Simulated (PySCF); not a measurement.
# Potassium: a sound run and one with changed settings

Sound run: K⁺ [Ar], K²⁺ [Ne] 3s2 3p5. All numbers are calculated (PySCF 2.14, scalar relativity by spin-free X2C-1e, in x2c-TZVPall). The sound run starts from symmetry-adapted Hartree-Fock orbitals and uses a fine grid where one is needed.

A second run was set up differently.

```
species  method  sound run (hartree)  changed run (hartree)  converged
     K⁺     UHF           -601.30155             -601.30155        yes
     K⁺  r2SCAN           -602.02151             -602.02151        yes
     K⁺   M06-L           -602.04470             -602.04470        yes
    K²⁺     UHF           -600.18106             -600.18106        yes
    K²⁺  r2SCAN           -600.85532             -600.85962        yes
    K²⁺   M06-L           -600.87688             -600.87835        yes
```

Ionisation energy of K⁺:

```json
{"method": "UHF", "sound run (eV)": "30.490", "changed run (eV)": "30.490"}
{"method": "r2SCAN", "sound run (eV)": "31.734", "changed run (eV)": "31.617"}
{"method": "M06-L", "sound run (eV)": "31.778", "changed run (eV)": "31.738"}
```

(1) What was changed?
A. minimal basis
B. basis contracted for another Hamiltonian
C. angular grid far too coarse
D. a valence shell is frozen

Results:

(1) C. It used 14 angular points. A coarse angular grid integrates products of high-l functions wrongly, so density functionals can shift, and the SCF can exploit the error; Hartree-Fock and MP2 need no grid.
